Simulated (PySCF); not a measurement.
## O⁻ (oxygen, charge -1): UHF calculation

Configuration: [He] 2s2 2p5, 2P determinant. All numbers are calculated (PySCF 2.14, no relativity, point nucleus, in aug-cc-pVTZ (5s4p3d2f, 46 functions)).

| Quantity | Value |
| --- | --- |
| Total energy | -74.792218 hartree |
| One-electron energy | -106.8495 hartree |
| Hartree (Coulomb) energy | 40.4385 hartree |
| Exchange energy | -8.3813 hartree |
| Kinetic energy | 74.77679 hartree |
| ⟨S²⟩ | 0.7699 |
| ⟨L²⟩ | 2.026 |
| Sum of ⟨r⟩ | 10.16 bohr |
| Sum of ⟨r²⟩ | 19.02 bohr² |
| Traceless quadrupole moment −½Σ⟨3z² − r²⟩ along its main axis | 1.63 e·bohr² |
| Density at the nucleus (Gaussians lack the cusp) | 300 bohr⁻³ |
| Spin density at the nucleus | 0.0768 bohr⁻³ |
| Langevin diamagnetic susceptibility | -15.1 ×10⁻⁶ cm³/mol |

```
shell  electrons  mean orbital energy (eV)  spread (eV)  rms radius, mean of both spins (bohr)
 1s α          1                   -550.37            0                                  0.231
 1s β          1                   -549.26            0                                  0.231
 2s α          1                   -24.739            0                                   1.32
 2s β          1                   -19.865            0                                   1.32
 2p α          3                    -4.764        2.530                                   1.76
 2p β          2                    -2.176            0                                   1.76
```

Spin-orbit constants ζ (cm⁻¹) from the X2C one-electron operator on these orbitals (non-relativistic here): bare nucleus, nucleus screened by l(l+1)(2l+1)/3 electrons, and screened by the Breit-Pauli mean field of the electrons.

```
shell   bare  screened nucleus  mean field
   2p  205.9             154.4       131.0
```

To first order the Landé constant is A = -131.0 cm⁻¹, so the lowest level has J = 3/2 and lies 0.00812 eV below the centre of the term.
